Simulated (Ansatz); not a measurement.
HSeO$_{2}$ (SMILES [O-][Se]O) (charge -1), singlet: a single point at a frame of a short PBE0-D4/def2-SVP trajectory.

in.yaml

```yaml
crystal:
  periodic: [false, false, false]
  atoms:
    - {symbol: O, position_ang: [0.906919, 0.130729, 1.306795]}
    - {symbol: Se, position_ang: [-0.721717, 0.292357, 0.801802]}
    - {symbol: O, position_ang: [-0.567742, -0.163023, -0.987967]}
    - {symbol: H, position_ang: [0.340087, 0.126287, -1.281633]}
basis:
  gaussian: {orbitals: "def2-TZVPPD.json"}
total_charge: -1
hamiltonian: {xc: r2scan, dispersion: d4}
output: {forces: true}
```

The basis file named in the input lies beside it (Basis Set Exchange, JSON).

Run by:

```bash
ansatz run in.yaml --threads 2 --pin off --events-out ev --progress --plain --max-ram 3481MiB
```

The run's output (Ansatz 0.2.0):

```
Functional definition: r2SCAN
  name "r2SCAN"
  cite "Furness, Kaplan, Ning, Perdew & Sun, J. Phys. Chem. Lett. 11, 8208 (2020) doi:10.1021/acs.jpclett.0c02405"
  cite "Furness, Kaplan, Ning, Perdew & Sun, J. Phys. Chem. Lett. 11, 9248 (2020) doi:10.1021/acs.jpclett.0c03077"
  parent r2scan
  parameter k0 = 0.174
  parameter k1 = 0.065
  parameter a1 = 4.9479
  exchange = r2scan_x(k0 = k0, k1 = k1, a1 = a1)
  correlation = r2scan_c
850 factors; their error is unknown
mean field evaluation 1: about -69456.9603 eV, gradient 3.9e1 eV
mean field evaluation 2: about -69424.2184 eV, gradient 1.3e2 eV
mean field evaluation 4: about -69459.3438 eV, gradient 8.7e0 eV
mean field evaluation 8: about -69459.4838 eV, gradient 3.3e-2 eV
mean field evaluation 16: about -69459.4704 eV, gradient 3.1e-5 eV
mean field -69459.47037723 eV, -2552.5884550433 hartree, gradient 3.1e-5 eV, S^2 0.000000; 0 other end points of the search recorded, 0 dependent functions left out
the calculation of the forces begins
reference -69459.47039509 eV, -2552.5884556995 hartree; 26, 26 occupied and 128, 128 virtual orbitals, 850 factors
Total energy: -69459.48583754 eV, -2552.5890231990 hartree
Atom 0 at     0.906919     0.130729     1.306795 Å, force    -0.327205    -0.005639     0.037978 eV/Å
Atom 1 at    -0.721717     0.292357     0.801802 Å, force     0.580302     0.249715     0.554000 eV/Å
Atom 2 at    -0.567742    -0.163023    -0.987967 Å, force     1.037796    -0.069417    -1.358794 eV/Å
Atom 3 at     0.340087     0.126287    -1.281633 Å, force    -1.290893    -0.174659     0.766815 eV/Å
Dipole moment:    -0.300171     0.123365    -0.223463 e Å
```

The lines “mean field evaluation” count trial sets of orbitals through the whole run, from several starts and some on an approximate energy, so they need not fall steadily or lie above the final value.

The run took about 3.4 s on 2 CPU threads of an Arm Neoverse V2 (shared host).
